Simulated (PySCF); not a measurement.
**Electron correlation in Co+ (cobalt, charge +1)**

[Ar] 3d8, high-spin 3F determinant. Calculation: PySCF 2.14, in ANO-RCC-VTZP (6s5p3d2f1g, 59 functions); the spin-free X2C one-electron Hamiltonian (Gaussian nucleus). Frozen: [Ne]; 16 electrons correlated.

```tsv
level	correlation energy (mhartree)
CCSD	-532.79
(T)	-11.20
CCSD(T)	-543.99
```

Diagnostics: T1 = 0.0079, D1 = 0.0159, largest double amplitude 0.038.

Cost of the coupled-cluster step: about 28 core-seconds, for 16 correlated electrons.

Iterations:

```
CC2 = 0
CCSD nocc = (np.int64(9), np.int64(7)), nmo = (54, 54)
frozen orbitals [[0, 1, 2, 3, 4], [0, 1, 2, 3, 4]]
max_cycle = 100
direct = 0
conv_tol = 1e-08
conv_tol_normt = 1e-06
diis_space = 8
diis_start_cycle = 0
Init t2, MP2 energy = -0.581691875834897
Init E_corr(UCCSD) = -0.581691875839195
cycle = 1  E_corr(UCCSD) = -0.510227417680533  dE = 0.0714644582  norm(t1,t2) = 0.0937477
cycle = 2  E_corr(UCCSD) = -0.538267703306389  dE = -0.0280402856  norm(t1,t2) = 0.0378239
cycle = 3  E_corr(UCCSD) = -0.533140126383746  dE = 0.00512757692  norm(t1,t2) = 0.0220755
cycle = 4  E_corr(UCCSD) = -0.532515391305944  dE = 0.000624735078  norm(t1,t2) = 0.00246283
cycle = 5  E_corr(UCCSD) = -0.532758570043419  dE = -0.000243178737  norm(t1,t2) = 0.00151169
cycle = 6  E_corr(UCCSD) = -0.53282746676032  dE = -6.88967169e-05  norm(t1,t2) = 0.000376184
cycle = 7  E_corr(UCCSD) = -0.532788566664161  dE = 3.89000962e-05  norm(t1,t2) = 0.000144465
cycle = 8  E_corr(UCCSD) = -0.532788409106126  dE = 1.57558035e-07  norm(t1,t2) = 5.66329e-05
cycle = 9  E_corr(UCCSD) = -0.532792031744659  dE = -3.62263853e-06  norm(t1,t2) = 2.83444e-05
cycle = 10  E_corr(UCCSD) = -0.532791749058782  dE = 2.82685878e-07  norm(t1,t2) = 1.07187e-05
cycle = 11  E_corr(UCCSD) = -0.532791559045737  dE = 1.90013045e-07  norm(t1,t2) = 6.22707e-06
cycle = 12  E_corr(UCCSD) = -0.532791617087561  dE = -5.80418242e-08  norm(t1,t2) = 3.04568e-06
cycle = 13  E_corr(UCCSD) = -0.532791639090417  dE = -2.20028562e-08  norm(t1,t2) = 1.09935e-06
cycle = 14  E_corr(UCCSD) = -0.532791620076289  dE = 1.90141278e-08  norm(t1,t2) = 4.91828e-07
cycle = 15  E_corr(UCCSD) = -0.532791648564173  dE = -2.84878836e-08  norm(t1,t2) = 1.56022e-07
cycle = 16  E_corr(UCCSD) = -0.532791644349977  dE = 4.21419588e-09  norm(t1,t2) = 3.76816e-08
UCCSD converged
E(UCCSD) = -1392.108610914614  E_corr = -0.5327916443499771
UCCSD(T) correction = -0.0111957890770622
```
